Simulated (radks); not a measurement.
Task: The argon ion Ar4+, 14 electrons, occupied as [Ne] 3s2 3p2. Calculated with a radial shooting solver on a logarithmic mesh with Libxc functionals: scalar-relativistic Kohn-Sham, r2SCAN, spin-polarised, spherical densities, finite nucleus; open shells are filled with parallel spins first; meta-GGA in the generalised Kohn-Sham scheme; Fermi nuclear charge, rms radius 3.4274 fm. Some entries of the table are withheld. Estimate them.

orbital,occ.,eigenvalue (eV),r(max) (bohr),<r^2> (bohr^2)
1s up,1,-3207.066,0.05608,0.009892
1s down,1,-3206.266,0.05607,0.009887
2s up,1,-370.8132,0.3374,0.2008
2s down,1,-370.3589,0.3377,0.2004
2p up,3,-301.9607,0.2802,0.1740
2p down,3,-301.0526,0.2807,0.1737
3s up,1,-84.4523,1.115,1.792
3s down,1,-79.5649,1.115,1.823
3p up,2,-67.4100,1.169,2.041
3p down,0,-62.7973,1.169,2.085
3d up,0,-42.7167,(1),2.542
3d down,0,-38.6479,(2),2.552
4s up,0,-29.0364,2.707,9.353

Result: 
(1) 3d up r(max) (bohr): 1.216
(2) 3d down r(max) (bohr): 1.212
